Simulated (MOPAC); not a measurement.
MOPAC input (PM3):

```
PM3 FORCE THERMO(298,298) PRECISE LET UHF MS=0.5 GEO-OK AUX(PRECISION=9) THREADS=1
C2H5GeO2

C     2.83564512 1    0.17881143 1    0.20094985 1
C     1.40938924 1   -0.08375037 1    0.31218840 1
O     0.81659103 1   -0.80767581 1    1.11455923 1
O     0.57341860 1    0.50521657 1   -0.53625792 1
Ge   -1.16865408 1    0.03635882 1   -0.21817081 1
H     3.53113366 1   -0.29297610 1    0.88442641 1
H     3.22658379 1    0.84405910 1   -0.55921375 1
H    -1.89748880 1    0.82356728 1   -1.29453208 1
H    -1.51557991 1   -1.42751163 1   -0.41335114 1
H    -1.74325844 1    0.45915536 1    1.12065072 1
```

From the output:

```
     H   10   0.001049   0.162689   0.159174   2.228507

          HEAT OF FORMATION =     -53.657355 KCALS/MOLE

          ZERO POINT ENERGY      37.113 KCAL/MOL

           NORMAL COORDINATE ANALYSIS (Total motion = 1 Angstrom)

   Root No.       1         2         3         4         5         6         7         8

                 1 A"      2 A"      3 A"      1 A'      2 A'      3 A'      4 A"      5 A"

                 124.0     142.3     161.7     264.2     383.2     491.9     529.5     576.3

           1   -0.0000   -0.0000    0.0000   -0.0031    0.0875    0.0378   -0.0000    0.0000
           2    0.0000    0.0000   -0.0000   -0.0936   -0.0917    0.0121    0.0000   -0.0000
           3   -0.0996   -0.0003    0.0120   -0.0000   -0.0000   -0.0000   -0.0014    0.0154
           4    0.0000    0.0000   -0.0000    0.0006    0.0755    0.0316    0.0000    0.0000
           5   -0.0000   -0.0000    0.0000    0.0744    0.0293   -0.0058   -0.0000   -0.0000
           6    0.0303    0.0008   -0.0030    0.0000   -0.0000   -0.0000    0.0472    0.1121
           7    0.0000    0.0000    0.0000   -0.0430    0.1341   -0.0336   -0.0000   -0.0000
           8   -0.0000   -0.0000   -0.0000    0.1026   -0.0109    0.0415    0.0000    0.0000
           9    0.0650    0.0018    0.0277    0.0000   -0.0000    0.0000   -0.0078   -0.0392
          10    0.0000   -0.0000   -0.0000    0.0155   -0.0182    0.0119    0.0000   -0.0000
          11   -0.0000    0.0000    0.0000    0.0833   -0.0182   -0.0270   -0.0000    0.0000
          12    0.1044   -0.0033   -0.0467    0.0000   -0.0000   -0.0000    0.0149   -0.0449
          13   -0.0000    0.0000    0.0000    0.0065   -0.0534   -0.0078   -0.0000    0.0000
          14    0.0000   -0.0000   -0.0000   -0.0310    0.0204   -0.0108    0.0000   -0.0000
          15   -0.0190    0.0002    0.0017   -0.0000    0.0000   -0.0000   -0.0135    0.0068
          16   -0.0000    0.0000   -0.0000   -0.1332   -0.0357    0.0666   -0.0000   -0.0000
          17    0.0000   -0.0000    0.0000   -0.1709   -0.1669    0.0297    0.0000    0.0000
          18   -0.2200    0.2844   -0.1377   -0.0000   -0.0000   -0.0000   -0.0768   -0.2283
          19   -0.0000   -0.0000    0.0000    0.1228    0.2102    0.0104   -0.0000   -0.0000
          20    0.0000    0.0000   -0.0000   -0.1718   -0.1699    0.0300    0.0000    0.0000
          21   -0.0861   -0.2828    0.1723   -0.0000   -0.0000    0.0000   -0.0741   -0.2231
          22    0.0000    0.0000    0.0000   -0.0460   -0.0159    0.2873    0.0000   -0.0000
          23   -0.0000   -0.0000   -0.0000   -0.0484    0.0304    0.1064   -0.0000    0.0000
          24    0.0335    0.1442    0.2152   -0.0000    0.0000   -0.0000    0.1965   -0.0998
          25   -0.1041   -0.0099    0.0099    0.0259   -0.0452   -0.1421    0.2505   -0.0975
          26   -0.0769   -0.1211   -0.1704   -0.0483    0.0209    0.1542    0.0110   -0.0143
          27   -0.1119   -0.0716   -0.0877    0.0008    0.0009    0.0181    0.1331   -0.0596
          28    0.1041    0.0099   -0.0099    0.0259   -0.0452   -0.1421   -0.2505    0.0975
          29    0.0769    0.1211    0.1704   -0.0483    0.0209    0.1542   -0.0110    0.0143
          30   -0.1119   -0.0716   -0.0877   -0.0008   -0.0009   -0.0181    0.1331   -0.0596

   Root No.       9        10        11        12        13        14        15        16

                 4 A'      5 A'      6 A"      7 A"      6 A'      7 A'      8 A'      9 A'

                 596.6     705.1     735.7     740.7     742.5     832.9     960.5    1094.6

           1    0.0613   -0.0028    0.0000   -0.0000   -0.0124   -0.0190    0.0034    0.1269
           2    0.0048    0.0000   -0.0000    0.0000    0.0027   -0.0212   -0.0864    0.0114
           3   -0.0000    0.0000    0.0581   -0.0389    0.0000   -0.0000   -0.0000   -0.0000
           4    0.0420   -0.0029   -0.0000    0.0000   -0.0057   -0.0152    0.0031   -0.0566
           5   -0.0346   -0.0045    0.0000   -0.0000    0.0087   -0.0268    0.0105   -0.0191
           6   -0.0000   -0.0000   -0.0560    0.0415    0.0000   -0.0000    0.0000    0.0000
           7   -0.0525   -0.0011    0.0000   -0.0000    0.0055    0.0165    0.0191   -0.0527
           8    0.0402   -0.0053   -0.0000    0.0000   -0.0013   -0.0544    0.0187   -0.0745
           9    0.0000   -0.0000    0.0111   -0.0113   -0.0000   -0.0000    0.0000   -0.0000
          10    0.0345    0.0194    0.0000   -0.0000   -0.0049    0.1578   -0.0588   -0.0579
          11   -0.0346    0.0094   -0.0000    0.0000   -0.0002    0.1033    0.0188    0.0869
          12   -0.0000   -0.0000    0.0079   -0.0134   -0.0000    0.0000    0.0000    0.0000
          13   -0.0149   -0.0138   -0.0000   -0.0000   -0.0030   -0.0290    0.0065    0.0048
          14    0.0078   -0.0037    0.0000    0.0000    0.0040   -0.0049    0.0006   -0.0011
          15    0.0000    0.0000   -0.0026   -0.0026    0.0000    0.0000   -0.0000   -0.0000
          16    0.1323    0.0096   -0.0000    0.0000   -0.0324    0.1426    0.3637    0.2108
          17    0.0475    0.0077    0.0000   -0.0000   -0.0092    0.0773    0.1304    0.0536
          18   -0.0000    0.0000   -0.1870    0.1239    0.0000    0.0000   -0.0000   -0.0000
          19   -0.0006   -0.0142   -0.0000    0.0000    0.0027   -0.1670   -0.3382    0.3123
          20    0.0448    0.0073    0.0000   -0.0000   -0.0071    0.0736    0.1292   -0.0981
          21    0.0000    0.0000   -0.1920    0.1274   -0.0000    0.0000    0.0000   -0.0000
          22   -0.1840    0.1460    0.0000    0.0000    0.3488    0.0228    0.0250    0.0493
          23   -0.0720    0.0522   -0.0000   -0.0000    0.1118    0.0117    0.0119    0.0264
          24    0.0000   -0.0000    0.1946    0.2498   -0.0000    0.0000   -0.0000    0.0000
          25    0.0902    0.3157   -0.0912   -0.1284    0.0532   -0.1342    0.0148    0.0000
          26   -0.1579    0.0936    0.1109    0.1457   -0.2476   -0.0048   -0.0035   -0.0025
          27   -0.0325    0.1969    0.0225    0.0235   -0.1120   -0.0615    0.0036   -0.0051
          28    0.0902    0.3157    0.0912    0.1284    0.0532   -0.1342    0.0148    0.0000
          29   -0.1579    0.0936   -0.1109   -0.1457   -0.2476   -0.0048   -0.0035   -0.0025
          30    0.0325   -0.1969    0.0225    0.0235    0.1120    0.0615   -0.0036    0.0051

   Root No.      17        18        19        20        21        22        23        24

                10 A'     11 A'     12 A'      8 A"     13 A'     14 A'     15 A'     16 A'

                1307.9    1542.7    1889.3    1913.0    1920.7    1998.5    3126.5    3180.8

           1   -0.0851    0.1166   -0.0416   -0.0000   -0.0040    0.0007    0.0417   -0.0018
           2   -0.0018   -0.0291   -0.0091   -0.0000   -0.0012    0.0002   -0.0023   -0.0662
           3    0.0000   -0.0000   -0.0000    0.0000   -0.0000   -0.0000   -0.0000   -0.0000
           4   -0.0067   -0.2401    0.1951   -0.0000    0.0194   -0.0039   -0.0005   -0.0001
           5    0.0160    0.2549    0.1784   -0.0000    0.0205   -0.0027    0.0001   -0.0007
           6    0.0000    0.0000    0.0000    0.0003    0.0000   -0.0000   -0.0000   -0.0000
           7    0.0130   -0.0025   -0.1024   -0.0000   -0.0112    0.0022   -0.0003    0.0005
           8    0.0163   -0.0281   -0.1354    0.0000   -0.0134    0.0021   -0.0003    0.0002
           9    0.0000    0.0000   -0.0000   -0.0006   -0.0000    0.0000   -0.0000   -0.0000
          10    0.0170    0.0947   -0.0071   -0.0000    0.0005    0.0028   -0.0002   -0.0005
          11   -0.0270   -0.1459   -0.0011    0.0000   -0.0034   -0.0004    0.0003    0.0001
          12   -0.0000   -0.0000   -0.0000   -0.0018   -0.0000   -0.0000    0.0000    0.0000
          13   -0.0006    0.0004   -0.0002   -0.0000   -0.0007    0.0041    0.0000    0.0000
          14    0.0001    0.0005    0.0052    0.0000   -0.0078   -0.0006   -0.0000    0.0000
          15   -0.0000   -0.0000    0.0000   -0.0097   -0.0000   -0.0000    0.0000    0.0000
          16    0.3447    0.1084    0.0175   -0.0000    0.0025   -0.0004   -0.2448   -0.2337
          17    0.2465   -0.0303    0.0300   -0.0000    0.0031   -0.0004    0.4268    0.3865
          18    0.0000   -0.0000    0.0000    0.0003    0.0000    0.0000    0.0000    0.0000
          19    0.3247   -0.1014   -0.0524    0.0000   -0.0059    0.0009   -0.2388    0.2561
          20   -0.2487    0.1117    0.0024   -0.0000    0.0005    0.0001   -0.3988    0.4060
          21   -0.0000    0.0000   -0.0000    0.0003   -0.0000   -0.0000   -0.0000    0.0000
          22   -0.0075   -0.0234    0.0445   -0.0000   -0.1591   -0.1086    0.0000   -0.0001
          23   -0.0064   -0.0431   -0.1580    0.0000    0.4119    0.3351   -0.0000    0.0000
          24    0.0000   -0.0000   -0.0000   -0.0259    0.0000    0.0000    0.0000    0.0000
          25   -0.0001    0.0003   -0.0444   -0.1987    0.0990   -0.1147   -0.0000    0.0001
          26    0.0000   -0.0019   -0.0517   -0.2224    0.0910   -0.1439    0.0000    0.0000
          27    0.0009    0.0069    0.1105    0.3768   -0.2033    0.2562    0.0000   -0.0000
          28   -0.0001    0.0003   -0.0444    0.1987    0.0990   -0.1147   -0.0000    0.0001
          29    0.0000   -0.0019   -0.0517    0.2224    0.0910   -0.1439    0.0000    0.0000
          30   -0.0009   -0.0069   -0.1105    0.3768    0.2033   -0.2562   -0.0000    0.0000

           MASS-WEIGHTED COORDINATE ANALYSIS (NORMAL COORDINATES)

   Root No.       1         2         3         4         5         6         7         8

                 1 A"      2 A"      3 A"      1 A'      2 A'      3 A'      4 A"      5 A"

                 124.0     142.3     161.7     264.2     383.2     491.9     529.5     576.3

           1   -0.0000   -0.0000    0.0000   -0.0133    0.3164    0.2417   -0.0000    0.0000
           2    0.0000    0.0000   -0.0000   -0.3991   -0.3314    0.0776    0.0000   -0.0000
           3   -0.4809   -0.0024    0.0887   -0.0000   -0.0000   -0.0000   -0.0098    0.0897
           4    0.0000    0.0000   -0.0000    0.0026    0.2729    0.2017    0.0000    0.0000
           5   -0.0000   -0.0000    0.0000    0.3172    0.1060   -0.0368   -0.0000   -0.0000
           6    0.1465    0.0056   -0.0220    0.0000   -0.0000   -0.0000    0.3228    0.6534
           7    0.0000    0.0000    0.0000   -0.2118    0.5596   -0.2481   -0.0000   -0.0000
           8   -0.0000   -0.0000   -0.0000    0.5048   -0.0453    0.3058    0.0000    0.0000
           9    0.3623    0.0152    0.2367    0.0000   -0.0000    0.0000   -0.0616   -0.2641
          10    0.0000   -0.0000   -0.0000    0.0764   -0.0761    0.0874    0.0000   -0.0000
          11   -0.0000    0.0000    0.0000    0.4102   -0.0761   -0.1991   -0.0000    0.0000
          12    0.5822   -0.0281   -0.3991    0.0000   -0.0000   -0.0000    0.1172   -0.3022
          13   -0.0000    0.0000    0.0000    0.0686   -0.4752   -0.1224   -0.0000    0.0000
          14    0.0000   -0.0000   -0.0000   -0.3253    0.1814   -0.1702    0.0000   -0.0000
          15   -0.2256    0.0041    0.0304   -0.0000    0.0000   -0.0000   -0.2261    0.0970
          16   -0.0000    0.0000   -0.0000   -0.1645   -0.0374    0.1234   -0.0000   -0.0000
          17    0.0000   -0.0000    0.0000   -0.2111   -0.1748    0.0550    0.0000    0.0000
          18   -0.3079    0.6041   -0.2953   -0.0000   -0.0000   -0.0000   -0.1519   -0.3856
          19   -0.0000   -0.0000    0.0000    0.1517    0.2202    0.0193   -0.0000   -0.0000
          20    0.0000    0.0000   -0.0000   -0.2122   -0.1779    0.0555    0.0000    0.0000
          21   -0.1205   -0.6005    0.3695   -0.0000   -0.0000    0.0000   -0.1467   -0.3768
          22    0.0000    0.0000    0.0000   -0.0569   -0.0167    0.5320    0.0000   -0.0000
          23   -0.0000   -0.0000   -0.0000   -0.0598    0.0318    0.1969   -0.0000    0.0000
```
